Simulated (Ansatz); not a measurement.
Calculated with Ansatz (gas phase, PBE0-D4/def2-TZVP geometries, no zero-point term in ΔE). CCSD(T)/CBS adds triple-zeta CCSD(T) − MP2 to the extrapolated MP2 energy (def2 sets, frozen cores). DFT in def2-TZVPP. B3LYP here is the variant with VWN-RPA as its local correlation; programs differ in this. Elements past krypton have def2 core potentials. For In outer-core shells are correlated without core-valence functions, which leaves a few kJ/mol of doubt a bond. One conformer a species, not always the lowest.

Consider the substitution at a C–N bond: `C[NH][In]([CH3])[Cl]` + `NBN` → `CNBN` + `[CH3][In]([NH2])[Cl]`.

| level | ΔE (kcal/mol) | difference from CCSD(T)/CBS |
| --- | --- | --- |
| PBE-D4 | -1.7 | -0.2 |
| r2SCAN-D4 | -1.7 | -0.2 |
| PBE0-D4 | -1.8 | -0.3 |
| B3LYP-D4 | -1.5 | 0.0 |
| ωB97X-V | -1.7 | -0.2 |
| B2PLYP | -1.6 | -0.1 |
| PBE | -1.9 | -0.4 |
| r2SCAN | -1.8 | -0.3 |
| B3LYP | -1.8 | -0.3 |
| SCS-MP2/def2-TZVPP | -1.4 | 0.1 |
| CCSD/def2-TZVPP | -1.5 | 0.0 |
| CCSD(T)/def2-TZVPP | -1.5 | 0.0 |
| HF/def2-QZVPP | -1.8 | -0.3 |
| MP2/def2-QZVPP | -1.3 | 0.2 |
| SCS-MP2/def2-QZVPP | -1.4 | 0.1 |
| CCSD/CBS(def2) | -1.5 | 0.0 |
| CCSD(T)/CBS | -1.5 | 0 |

Largest T1 diagnostic among the species: 0.013.
